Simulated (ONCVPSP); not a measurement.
**Cu, ONCV: configuration errors across variants**

```
Element                 : copper
Generator               : ONCVPSP 4.0.1
Type                    : optimised norm-conserving Vanderbilt (ONCV)
Functional              : PBE
Relativity              : scalar-relativistic
Frozen core             : [Ne]
Valence charge          : 19
Reference configuration : 3s2 3p6 3d10 4s1
Partial waves           : 3s+4s: rc 1.25 bohr, ncon 3, nbas 6, qcut 11 1/bohr, 2 projectors; 3p: rc 1.00 bohr, ncon 4, nbas 8, qcut 14 1/bohr, 2 projectors, debl 1.7 Ha; 3d: rc 1.20 bohr, ncon 4, nbas 9, qcut 13.4 1/bohr, 1 projector
Local potential         : polynomial inside 0.70 bohr (lpopt 3, dvloc0 4 Ha)
Core correction         : Teter function, fcfact 3.75, rcfact 1.4
```

In the p channel the program set the typed energies aside and used -2.651, 0.250 Ha.

All-electron excitation energies from the reference (eV): (1) 3s2 3p6 3d10 4s0 8.150; (2) 3s2 3p6 3d9 4s0 29.483; (3) 3s2 3p6 3d10 4s0 4p1 4.138.

2 further variants failed, have other tests or another functional or relativity, and are left out.

Errors AE − PS in meV (a dash: test not solved or not reliable):

```csv
change,(1),(2),(3),bound ghosts,GHOST(+) flags above zero
base,+2.9,-5.7,+1.5,none,none
p: rc 1.1,+2.9,-5.7,+1.5,none,none
s: qcut 9.9; p: qcut 12.7; d: qcut 12.1,+3.1,-7.0,+1.5,none,none
"core correction Teter function, fcfact 4.25, rcfact 1.5",+2.9,-5.7,+1.5,none,none
```

**Question.** Give the same row for: s: nbas 7.

**Answer.** +2.9, -5.7, +1.4; bound ghosts: none; GHOST(+) flags above zero: none.
